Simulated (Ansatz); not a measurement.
The first iterations of a band of BF2H3OSi (8 atoms, charge 0, multiplicity 1).

These are results of RKS BLYP/cc-pVDZ (Ansatz 0.2.0), not measurements.

| Quantity | Value |
| --- | --- |
| movable images | 9 |
| climbing image | yes |
| spring | 5.0 eV/Å² |
| optimiser | quadratic models (default) |
| start path | through a guess of the saddle point |
| force threshold | 0.05 eV/Å |
| iteration limit | 38 |
| end points | relaxed |

Initial state:

```xyz
8
Properties=species:S:1:pos:R:3
B -1.128 0.997 0.176
Si 0.357 -0.262 -0.333
O 0.812 -1.166 1.008
F -0.178 -1.249 -1.559
F 1.711 0.463 -0.962
H -1.106 2.166 -0.129
H -2.077 0.567 0.790
H 1.700 -1.574 0.953
```

Final state:

```xyz
8
Properties=species:S:1:pos:R:3
B -1.130 0.996 0.176
Si 0.421 -0.193 -0.301
O 0.757 -1.226 0.981
F 0.212 -1.109 -1.670
F 1.735 0.762 -0.651
H -2.046 1.183 -0.589
H -1.134 1.554 1.248
H 1.276 -2.023 0.750
```

| iteration | highest image above the first end (eV) | largest band force component (eV/Å) |
| --- | --- | --- |
| 1 | 0.317 | 2.342 |
| 2 | 0.075 | 0.987 |

Problem. Does the band converge within its limit, and where does its top end?

Solution. It converged. It ended after 6 iterations with the highest image 0.010 eV above the first end. A vibrational analysis at the climbing image gives one clearly imaginary mode, 78i cm⁻¹: a first-order saddle point.

Time of the run: 4.3 min on 1 CPU thread of a shared host.
